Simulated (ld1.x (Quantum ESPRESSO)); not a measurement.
**Reading a pseudo-wave (zirconium)**

Columns: radius, all-electron u(r) and pseudo u(r) of the 4s shell (level -53.34 eV) of zirconium in the configuration [Ar] 3d10 4s2 4p6 4d2.5 5s1.5 5p0; PBEsol, scalar-relativistic, TM scheme, ld1.x (Quantum ESPRESSO) 7.5.

```json
{"r (bohr)": "0.125", "all-electron": "-0.3369", "pseudo": "-0.0587"}
{"r (bohr)": "0.250", "all-electron": "0.3417", "pseudo": "-0.1296"}
{"r (bohr)": "0.375", "all-electron": "0.5403", "pseudo": "-0.2262"}
{"r (bohr)": "0.500", "all-electron": "0.1948", "pseudo": "-0.3621"}
{"r (bohr)": "0.625", "all-electron": "-0.2835", "pseudo": "-0.5424"}
{"r (bohr)": "0.750", "all-electron": "-0.6755", "pseudo": "-0.7475"}
{"r (bohr)": "0.875", "all-electron": "-0.9214", "pseudo": "-0.9281"}
{"r (bohr)": "1.000", "all-electron": "-1.0333", "pseudo": "-1.0320"}
{"r (bohr)": "1.125", "all-electron": "-1.0446", "pseudo": "-1.0445"}
{"r (bohr)": "1.250", "all-electron": "-0.9905", "pseudo": "-0.9905"}
{"r (bohr)": "1.375", "all-electron": "-0.8995", "pseudo": "-0.8995"}
{"r (bohr)": "1.500", "all-electron": "-0.7925", "pseudo": "-0.7925"}
{"r (bohr)": "1.625", "all-electron": "-0.6827", "pseudo": "-0.6827"}
{"r (bohr)": "1.750", "all-electron": "-0.5783", "pseudo": "-0.5783"}
{"r (bohr)": "1.875", "all-electron": "-0.4836", "pseudo": "-0.4836"}
{"r (bohr)": "2.000", "all-electron": "-0.4003", "pseudo": "-0.4003"}
{"r (bohr)": "2.125", "all-electron": "-0.3287", "pseudo": "-0.3287"}
{"r (bohr)": "2.250", "all-electron": "-0.2681", "pseudo": "-0.2681"}
{"r (bohr)": "2.375", "all-electron": "-0.2176", "pseudo": "-0.2176"}
{"r (bohr)": "2.500", "all-electron": "-0.1759", "pseudo": "-0.1759"}
{"r (bohr)": "2.625", "all-electron": "-0.1416", "pseudo": "-0.1416"}
{"r (bohr)": "2.750", "all-electron": "-0.1137", "pseudo": "-0.1137"}
{"r (bohr)": "2.875", "all-electron": "-0.0911", "pseudo": "-0.0911"}
{"r (bohr)": "3.000", "all-electron": "-0.0728", "pseudo": "-0.0728"}
{"r (bohr)": "3.125", "all-electron": "-0.0581", "pseudo": "-0.0581"}
{"r (bohr)": "3.250", "all-electron": "-0.0463", "pseudo": "-0.0463"}
```

Question: How many radial nodes do the two functions have?

Answer: The all-electron 4s function has n − l − 1 = 3 (the table is too coarse to show those close to the nucleus); the pseudo-wave has 0, since the states of the same l below it are removed with the core.

Question: At about which radius was the pseudo-wave matched?

Answer: 1.25 bohr, where the columns begin to agree (steps of 0.12 bohr).

Question: Where does each function peak?

Answer: Outermost all-electron maximum near 1.12 bohr, pseudo maximum near 1.12 bohr (to the table’s step).

Question: Is the pseudo-wave norm-conserving?

Answer: Yes: the TM scheme keeps the norm inside the radius equal to the all-electron one, which fixes the energy derivative of the logarithmic derivative at the level.
